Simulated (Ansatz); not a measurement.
The cluster Te₄Pb₂⁺. Total charge 1; doublet. Geometry PBE-D4/def2-SVP.

```xyz
6

Pb    1.619    0.461    1.618
Pb    0.097   -0.730   -2.215
Te   -1.979   -1.239   -0.080
Te    0.551   -2.257    0.377
Te    0.799    2.045   -0.848
Te   -1.087    1.720    1.148
```

In the def2 sets Pb, Te take a core potential; there is no spin–orbit coupling. HSE06 is defined as in plane-wave codes, on full-range PBE exchange. The structure comes from a short search, and lower isomers may exist.

(1) Estimate the α-spin orbital energies around the gap (eV) in Ansatz with PBE-D4/def2-SVP, revPBE-D4/def2-TZVP, r2SCAN-D4/def2-TZVP, PBE0-D4/def2-TZVP, HSE06-D4/def2-TZVP.

## Answers

(1) 
```json
{"orbital": "HOMO−9", "PBE-D4/def2-SVP": "-12.14", "revPBE-D4/def2-TZVP": "-11.91", "r2SCAN-D4/def2-TZVP": "-12.33", "PBE0-D4/def2-TZVP": "-13.10", "HSE06-D4/def2-TZVP": "-12.70"}
{"orbital": "HOMO−8", "PBE-D4/def2-SVP": "-11.75", "revPBE-D4/def2-TZVP": "-11.57", "r2SCAN-D4/def2-TZVP": "-11.96", "PBE0-D4/def2-TZVP": "-12.71", "HSE06-D4/def2-TZVP": "-12.33"}
{"orbital": "HOMO−7", "PBE-D4/def2-SVP": "-11.66", "revPBE-D4/def2-TZVP": "-11.44", "r2SCAN-D4/def2-TZVP": "-11.81", "PBE0-D4/def2-TZVP": "-12.43", "HSE06-D4/def2-TZVP": "-12.06"}
{"orbital": "HOMO−6", "PBE-D4/def2-SVP": "-10.71", "revPBE-D4/def2-TZVP": "-10.53", "r2SCAN-D4/def2-TZVP": "-10.89", "PBE0-D4/def2-TZVP": "-11.55", "HSE06-D4/def2-TZVP": "-11.18"}
{"orbital": "HOMO−5", "PBE-D4/def2-SVP": "-10.70", "revPBE-D4/def2-TZVP": "-10.52", "r2SCAN-D4/def2-TZVP": "-10.88", "PBE0-D4/def2-TZVP": "-11.55", "HSE06-D4/def2-TZVP": "-11.17"}
{"orbital": "HOMO−4", "PBE-D4/def2-SVP": "-9.96", "revPBE-D4/def2-TZVP": "-9.80", "r2SCAN-D4/def2-TZVP": "-10.13", "PBE0-D4/def2-TZVP": "-10.77", "HSE06-D4/def2-TZVP": "-10.41"}
{"orbital": "HOMO−3", "PBE-D4/def2-SVP": "-9.95", "revPBE-D4/def2-TZVP": "-9.78", "r2SCAN-D4/def2-TZVP": "-10.10", "PBE0-D4/def2-TZVP": "-10.75", "HSE06-D4/def2-TZVP": "-10.38"}
{"orbital": "HOMO−2", "PBE-D4/def2-SVP": "-9.80", "revPBE-D4/def2-TZVP": "-9.64", "r2SCAN-D4/def2-TZVP": "-9.96", "PBE0-D4/def2-TZVP": "-10.61", "HSE06-D4/def2-TZVP": "-10.24"}
{"orbital": "HOMO−1", "PBE-D4/def2-SVP": "-9.44", "revPBE-D4/def2-TZVP": "-9.29", "r2SCAN-D4/def2-TZVP": "-9.59", "PBE0-D4/def2-TZVP": "-10.21", "HSE06-D4/def2-TZVP": "-9.85"}
{"orbital": "HOMO", "PBE-D4/def2-SVP": "-8.54", "revPBE-D4/def2-TZVP": "-8.39", "r2SCAN-D4/def2-TZVP": "-8.72", "PBE0-D4/def2-TZVP": "-9.31", "HSE06-D4/def2-TZVP": "-8.95"}
{"orbital": "LUMO", "PBE-D4/def2-SVP": "-7.05", "revPBE-D4/def2-TZVP": "-6.87", "r2SCAN-D4/def2-TZVP": "-6.93", "PBE0-D4/def2-TZVP": "-6.31", "HSE06-D4/def2-TZVP": "-6.67"}
{"orbital": "LUMO+1", "PBE-D4/def2-SVP": "-6.99", "revPBE-D4/def2-TZVP": "-6.80", "r2SCAN-D4/def2-TZVP": "-6.82", "PBE0-D4/def2-TZVP": "-6.18", "HSE06-D4/def2-TZVP": "-6.55"}
{"orbital": "LUMO+2", "PBE-D4/def2-SVP": "-6.40", "revPBE-D4/def2-TZVP": "-6.25", "r2SCAN-D4/def2-TZVP": "-6.22", "PBE0-D4/def2-TZVP": "-5.74", "HSE06-D4/def2-TZVP": "-6.09"}
{"orbital": "LUMO+3", "PBE-D4/def2-SVP": "-6.22", "revPBE-D4/def2-TZVP": "-6.08", "r2SCAN-D4/def2-TZVP": "-6.11", "PBE0-D4/def2-TZVP": "-5.64", "HSE06-D4/def2-TZVP": "-5.98"}
{"orbital": "LUMO+4", "PBE-D4/def2-SVP": "-6.01", "revPBE-D4/def2-TZVP": "-5.86", "r2SCAN-D4/def2-TZVP": "-5.86", "PBE0-D4/def2-TZVP": "-5.34", "HSE06-D4/def2-TZVP": "-5.69"}
{"orbital": "LUMO+5", "PBE-D4/def2-SVP": "-5.72", "revPBE-D4/def2-TZVP": "-5.59", "r2SCAN-D4/def2-TZVP": "-5.53", "PBE0-D4/def2-TZVP": "-5.05", "HSE06-D4/def2-TZVP": "-5.41"}
{"orbital": "β HOMO", "PBE-D4/def2-SVP": "-9.40", "revPBE-D4/def2-TZVP": "-9.25", "r2SCAN-D4/def2-TZVP": "-9.55", "PBE0-D4/def2-TZVP": "-10.17", "HSE06-D4/def2-TZVP": "-9.81"}
{"orbital": "β LUMO", "PBE-D4/def2-SVP": "-8.09", "revPBE-D4/def2-TZVP": "-7.90", "r2SCAN-D4/def2-TZVP": "-7.89", "PBE0-D4/def2-TZVP": "-7.40", "HSE06-D4/def2-TZVP": "-7.75"}
```
